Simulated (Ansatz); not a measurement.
A search over several starts for the lowest SCF solution of Pd4H3 at the given spin, in a small basis.

```yaml
crystal:
  periodic: [false, false, false]
  atoms:
    - {symbol: Pd, position_ang: [0.221339, -1.983265, -0.093709]}
    - {symbol: Pd, position_ang: [-1.190918, 0.339958, 0.483405]}
    - {symbol: Pd, position_ang: [0.350880, 0.267572, -1.670653]}
    - {symbol: Pd, position_ang: [1.416015, 0.261482, 0.954831]}
    - {symbol: H, position_ang: [-1.052844, 1.884208, 0.428042]}
    - {symbol: H, position_ang: [1.495437, 0.775171, -0.604965]}
    - {symbol: H, position_ang: [-1.239928, -1.545126, 0.503059]}
basis:
  gaussian: {orbitals: def2-SVP, initial_orbitals: start.molden}
magnetization: {spin_polarized: true, initial_magnetization: 1}
hamiltonian: {xc: pbe, dispersion: d4}
output: {orbitals: {seedname: orbitals}}
```

The file start.molden holds the orbitals of an earlier run on this structure, at another level or in another basis.

```sh
$ ansatz run in.yaml --threads 4 --pin off --events-out ev --progress --plain --max-ram 8704MiB
```

Shortened log:

```
Functional definition: PBE
1310 factors; their error is unknown
mean field evaluation 1: about -13946.5488 eV, gradient 9.4e1 eV
mean field evaluation 2: about -13959.5245 eV, gradient 1.6e1 eV
mean field evaluation 4: about -13970.6125 eV, gradient 3.5e0 eV
mean field evaluation 8: about -13971.2258 eV, gradient 5.9e-2 eV
mean field evaluation 16: about -13971.2259 eV, gradient 1.1e-4 eV
mean field evaluation 32: about -13969.8411 eV, gradient 9.7e0 eV
mean field evaluation 64: about -13971.0901 eV, gradient 9.6e-1 eV
mean field evaluation 96: about -13970.4514 eV, gradient 3.4e0 eV
mean field -13971.22586479 eV, -513.4330804939 hartree, gradient 1.4e-5 eV, S^2 0.754835; 11 other end points of the search recorded, 0 dependent functions left out
reference -13971.22591989 eV, -513.4330825188 hartree; 38, 37 occupied and 101, 102 virtual orbitals, 1310 factors
Total energy: -13971.63699463 eV, -513.4481892371 hartree
```

It took 28 s on 4 threads of Intel Xeon Platinum 8259CL on a shared host.

In the def2 sets Pd takes a core potential; there is no spin–orbit coupling. Another isomer (doublet) lies 0.26 eV lower at PBE0-D4/def2-TZVP; other spin states weren't run for this one.
